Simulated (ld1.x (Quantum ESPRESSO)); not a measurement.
# calcium (Ca): ultrasoft pseudisation with LDA (PZ), scalar-relativistic reference atom.

calcium (Ca), ultrasoft, made with ld1.x (Quantum ESPRESSO) 7.5 (LDA (PZ), scalar-relativistic). Core [Ne], reference 3s2 3p6 3d0 4s0 4p0 (charge +2). Waves: 3s (bound): rcut 2.10, rcutus 2.25 bohr; 4s (bound, empty): rcut 2.10, rcutus 2.25 bohr; 3p (bound): rcut 2.05, rcutus 2.30 bohr; 4p (bound, empty): rcut 2.05, rcutus 2.30 bohr; 3d (bound, empty): rcut 2.00, rcutus 2.50 bohr; 3d channel at 0.45 Ry: rcut 2.00, rcutus 2.50 bohr. Local part: all-electron potential smoothed inside 1.70 bohr (lloc = -1). Core correction: a·sin(br)/r model core, default radius (core density twice the valence density). Augmentation charge: PSQ, radius 1.65 bohr.

Poles of the logarithmic derivatives, all-electron (AE) and pseudo (PS). s: poles at -4.5, 1.6 (AE) and -4.5, 1.7 (PS) Ry. p: poles at -3.1, 2.5 (AE) and -3.1, -0.9, -0.0 (PS) Ry. d: poles at -0.8, 3.6 (AE) and -0.8, 2.7 (PS) Ry. Test radius 2.71 bohr.

* Configuration tests: test run stopped at test 4 of 9 (negative rho)
* Lowest eigenvalue of the overlap operator: -692.65 (p channel); it is negative, so in a basis up to 400 Ry S is not positive definite and the file is unfit for use
* Density cutoff estimated by the generator: 154 Ry

The ghost test of this file was not conclusive. Its overlap operator is not positive definite in a basis up to 400 Ry (lowest eigenvalue p -692.65), so the file is unfit for use: the generalised eigenproblem breaks down once the basis is large enough, and its test numbers describe a broken file.
